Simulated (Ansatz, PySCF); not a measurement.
Se (SMILES [Se]), triplet. Base run: PySCF with B3LYP/cc-pVTZ.

Input for PySCF:
```python
from pyscf import gto, scf, dft

mol = gto.Mole()
mol.atom = '''
    Se    0.00000000    0.00000000    0.00000000
'''
mol.basis = 'cc-pvtz'
mol.spin = 2
mol.verbose = 4
mol.build()

mf = dft.UKS(mol)
mf.xc = 'b3lyp'
mf.kernel()
```

The same geometry, method and basis name were run in Ansatz (an electronic-structure program) and PySCF, at each program's defaults and at the settings that a row names. The base is PySCF at its defaults. Differences at the defaults can come from grids, fitting, cores and function types together.

```json
[
 {"code and settings": "PySCF, defaults (exact integrals, its default grid, spherical functions)", "ΔE vs base (µEh)": "0.0", "basis functions": "43", "E (Eh)": "-2401.57015", "SCF cycles": "7"},
 {"code and settings": "Ansatz, defaults (factorised integrals, its default grid, spherical functions)", "ΔE vs base (µEh)": "0.1", "basis functions": "43", "E (Eh)": "-2401.57015", "SCF cycles": "-"},
 {"code and settings": "PySCF, density fitting with def2-universal-jkfit", "ΔE vs base (µEh)": "-65.3", "basis functions": "43", "E (Eh)": "-2401.57021", "SCF cycles": "7"},
 {"code and settings": "PySCF, fine grid", "ΔE vs base (µEh)": "0.1", "basis functions": "43", "E (Eh)": "-2401.57015", "SCF cycles": "7"},
 {"code and settings": "Ansatz, high accuracy", "ΔE vs base (µEh)": "0.1", "basis functions": "43", "E (Eh)": "-2401.57015", "SCF cycles": "-"}
]
```

Open shells are given as the SCF converged; they aren't shown to be the lowest states, and a large step between rows can be another state.
